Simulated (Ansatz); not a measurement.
The same path of C2H10AlFSi2 (16 atoms, charge 0, multiplicity 1) was run twice with different band settings. The coordinate that changes most is the dihedral Si6–Si3–C4–H12.

Method: RKS B3LYP-D4/STO-3G (Ansatz).

Relaxed end points:

```xyz
16
Properties=species:S:1:pos:R:3
C 1.216 0.973 2.160
Al 1.083 1.463 0.311
Si -0.120 0.107 -1.130
C 0.649 -1.631 -1.195
F -0.121 0.665 -2.701
Si -2.282 -0.195 -0.466
H 0.851 -0.039 2.376
H 0.634 1.662 2.790
H 2.252 1.029 2.523
H 1.742 2.737 -0.143
H 1.691 -1.608 -1.542
H 0.097 -2.299 -1.869
H 0.646 -2.096 -0.200
H -3.056 -1.003 -1.382
H -2.982 1.061 -0.312
H -2.325 -0.850 0.823
```

```xyz
16
Properties=species:S:1:pos:R:3
C 1.547 1.114 1.857
Al 1.107 1.477 0.028
Si -0.313 0.035 -1.099
C 0.455 -1.703 -1.192
F -0.594 0.496 -2.676
Si -2.321 -0.230 -0.049
H 1.217 0.127 2.204
H 1.086 1.856 2.526
H 2.630 1.174 2.035
H 1.675 2.712 -0.616
H 0.628 -2.107 -0.186
H 1.421 -1.698 -1.714
H -0.197 -2.410 -1.721
H -3.238 -1.081 -0.774
H -2.991 1.034 0.162
H -2.134 -0.819 1.259
```

Common settings: movable images 9; climbing image yes; spring 5.0 eV/Å²; optimiser quadratic models (default); start path IDPP; iteration limit 27; end points relaxed.

| run | force threshold |
| --- | --- |
| 1 | 0.03 eV/Å |
| 2 | 0.2 eV/Å |

Task: What does each run give, and how far can it be trusted?

Result: Run 1: converged after 4 iterations, highest image 0.046 eV above the first end. A vibrational analysis at the climbing image gives one clearly imaginary mode, 138i cm⁻¹: a first-order saddle point.
Run 2: converged after 2 iterations, highest image 0.048 eV above the first end. The threshold of 0.2 eV/Å is loose, so the images may lie well off the minimum-energy path. Another band between the same ends (9 images) ends at a top of the same energy, where a vibrational analysis finds 1 clearly imaginary mode.
Limits of this set-up: minimal basis.
